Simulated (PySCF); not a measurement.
**Electron correlation in Al⁻ (aluminium, charge -1)**

[Ne] 3s2 3p2, high-spin 3P determinant. All numbers are calculated (PySCF 2.14, the non-relativistic Hamiltonian (point nucleus), in aug-cc-pV(T+d)Z with one added diffuse shell each of s, p, d, f type (7s6p5d3f, 71 functions)). Frozen: [Ne]; 4 electrons correlated.

```tsv
level	correlation energy (mhartree)
CCSD	-64.44
(T)	-3.05
CCSD(T)	-67.49
```

Diagnostics: T1 = 0.019, D1 = 0.0418, largest double amplitude 0.090.

Cost of the coupled-cluster step: about 3 core-seconds, for 4 correlated electrons.

Iterations:

```
CC2 = 0
CCSD nocc = (np.int64(3), np.int64(1)), nmo = (66, 66)
frozen orbitals [[0, 1, 2, 3, 4], [0, 1, 2, 3, 4]]
max_cycle = 100
direct = 0
conv_tol = 1e-08
conv_tol_normt = 1e-06
diis_space = 8
diis_start_cycle = 0
Init t2, MP2 energy = -0.0489919670738499
Init E_corr(UCCSD) = -0.0489919670829741
cycle = 1  E_corr(UCCSD) = -0.059251530908958  dE = -0.0102595638  norm(t1,t2) = 0.064941
cycle = 2  E_corr(UCCSD) = -0.0622982800518159  dE = -0.00304674914  norm(t1,t2) = 0.0266987
cycle = 3  E_corr(UCCSD) = -0.06438969515273  dE = -0.0020914151  norm(t1,t2) = 0.0132329
cycle = 4  E_corr(UCCSD) = -0.0644158773248403  dE = -2.61821721e-05  norm(t1,t2) = 0.00330313
cycle = 5  E_corr(UCCSD) = -0.0644444691997609  dE = -2.85918749e-05  norm(t1,t2) = 0.00107712
cycle = 6  E_corr(UCCSD) = -0.0644417459455951  dE = 2.72325417e-06  norm(t1,t2) = 0.000510101
cycle = 7  E_corr(UCCSD) = -0.0644372925885683  dE = 4.45335703e-06  norm(t1,t2) = 0.000297058
cycle = 8  E_corr(UCCSD) = -0.0644401769652014  dE = -2.88437663e-06  norm(t1,t2) = 0.000115107
cycle = 9  E_corr(UCCSD) = -0.0644389766911672  dE = 1.20027403e-06  norm(t1,t2) = 5.39939e-05
cycle = 10  E_corr(UCCSD) = -0.0644385607787168  dE = 4.1591245e-07  norm(t1,t2) = 1.68415e-05
cycle = 11  E_corr(UCCSD) = -0.0644385135323936  dE = 4.72463231e-08  norm(t1,t2) = 6.31879e-06
cycle = 12  E_corr(UCCSD) = -0.064438638931054  dE = -1.2539866e-07  norm(t1,t2) = 2.16893e-06
cycle = 13  E_corr(UCCSD) = -0.0644386676070159  dE = -2.86759619e-08  norm(t1,t2) = 7.93715e-07
cycle = 14  E_corr(UCCSD) = -0.0644386654802753  dE = 2.1267406e-09  norm(t1,t2) = 2.98791e-07
UCCSD converged
E(UCCSD) = -241.9442698728308  E_corr = -0.06443866548027534
UCCSD(T) correction = -0.00305046602692638
```
